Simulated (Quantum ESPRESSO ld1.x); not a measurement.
These are the eigenvalues of the occupied orbitals of an atom or ion with whole-number occupations (hartree). Method: Dirac Kohn-Sham, PW86 exchange with PBE correlation, spin-unpolarised, spherical densities, point nucleus; computed with ld1.x of Quantum ESPRESSO 7.5.

1s1/2: -352.071
2s1/2: -44.5860
2p1/2: -39.4792
2p3/2: -38.6023
3s1/2: -6.68583
3p1/2: -5.05719
3p3/2: -4.94062
3d3/2: -2.22644
3d5/2: -2.21092
4p1/2: -1.10740

Which element is it, and in what charge state? The configuration may be excited. Open shells, if any, fill j = l - 1/2 first.

Answer. Z = 30, zinc, charge +3: Zn3+ in [Ar] 3d8 4p1. The list shows which subshells hold electrons but not how many an open one holds; the 1s level, -352.07 hartree, gives Z - s = 26.5 by -(Z - s)^2/2, which with screening and relativity narrows Z to a few neighbours, and the depths of the outer levels then fix element, charge and occupations together.
